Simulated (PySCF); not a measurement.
Gas-phase reaction: InCl3.NH3 + 2 Cl ⇌ InCl3 + NH + 2 HCl

Energies from PySCF, thermal terms from the rigid-rotor harmonic-oscillator model, ideal gas at 1 bar. † marks an energy on the PBE0/def2-TZVP geometry and frequencies; other levels use their own. MP2 and CCSD(T) freeze the core. Open shells (unrestricted): Cl (multiplicity 2, electronic degeneracy 6), NH (multiplicity 3); the rest are closed-shell singlets. Spin-orbit splitting is ignored; it lowers the true energy and changes the entropy of Cl. In: scalar-relativistic def2 core potential, no spin-orbit coupling. Adducts (InCl3.NH3) have no counterpoise correction, and HF, PBE, BLYP, B3LYP and PBE0 lack dispersion. InCl3.NH3: computed as isolated molecules; such fragments, hydroxides, amides, oligomers or adducts are transient or little studied in the gas. MP2 isn't extrapolated to the basis-set limit; its ΔH°(298 K) is 132.0 kJ in def2-SVP and 100.0 kJ in def2-TZVPP. CCSD(T) isn't extrapolated to the basis-set limit. The harmonic model lacks anharmonicity and excited electronic states, which grow with temperature; levels with a mode under 35 cm⁻¹ are left out. Soft modes under 120 cm⁻¹ make the harmonic entropy rough for InCl3.NH3, InCl3.

| level | ΔE electronic, kJ | ΔH°(298 K), kJ | ΔS°(298 K), J/K | ΔG°(2000 K), kJ |
|---|---|---|---|---|
| CCSD(T)/def2-SVP† | 159 | 118 | 151 | -163 |
| HF/def2-TZVP† | 102 | 61 | 151 | -220 |
| M06-2X/def2-TZVP† | 146 | 106 | 151 | -175 |
| MP2/def2-SVP† | 172 | 132 | 151 | -150 |
| MP2/def2-TZVPP† | 140 | 100 | 151 | -182 |
| PBE/def2-SVP | 146 | 108 | 152 | -175 |
| PBE0/def2-QZVP† | 119 | 79 | 151 | -202 |
| PBE0/def2-TZVP | 123 | 83 | 151 | -198 |
| LDA/def2-TZVP† | 152 | 111 | 151 | -170 |
| ωB97M-V/def2-TZVP† | 133 | 93 | 151 | -189 |
| ωB97X-V/def2-TZVP† | 140 | 100 | 151 | -182 |
ΔH° is lowest at HF/def2-TZVP† and highest at MP2/def2-SVP†. No reference value is set beside these.
